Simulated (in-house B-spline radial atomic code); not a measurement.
A fraction x of an electron is removed from 4d in Te+, starting from [Kr] 4d10 5s2 5p3 and keeping the highest spin. Method: scalar-relativistic (X2C) wB97X, spin-polarised, spherical fractional occupations, Fermi nucleus of rms radius 4.7423 fm. Calculated with a B-spline radial code for spherical atoms.

Caution: exact exchange at fractional occupations of open shells leaves self-interaction of up to several eV.

| x | E(x) - E(0) (eV) | 4d down level (eV) |
| --- | --- | --- |
| 0 | 0.0000 | -55.810 |
| 0.03 | 1.6805 | -56.222 |
| 0.15 | 8.5266 | -57.884 |
| 0.34 | 19.7780 | -60.561 |
| 0.49 | 29.0232 | -62.713 |
| 0.5 | ? | ? |
| 0.57 | 34.0867 | -63.875 |
| 0.64 | 38.5937 | -64.898 |
| 0.76 | ? | ? |
| 0.99 | 62.2162 | -70.115 |
| 1 | 62.9181 | -70.267 |

Task: What belongs in the row x = 0.5?

Result: An energy change of 29.6511 eV; 4d down at -62.858 eV.

Task: What belongs in the row x = 0.76?

Result: An energy change of 46.4875 eV; 4d down at -66.668 eV.

Task: Check Janak's theorem between x = 0.03 and 0.15.

Result: The slope of the energy is 57.05 eV; the orbital levels give 57.05 eV (-ε of the emptying orbital, averaged over the two points).
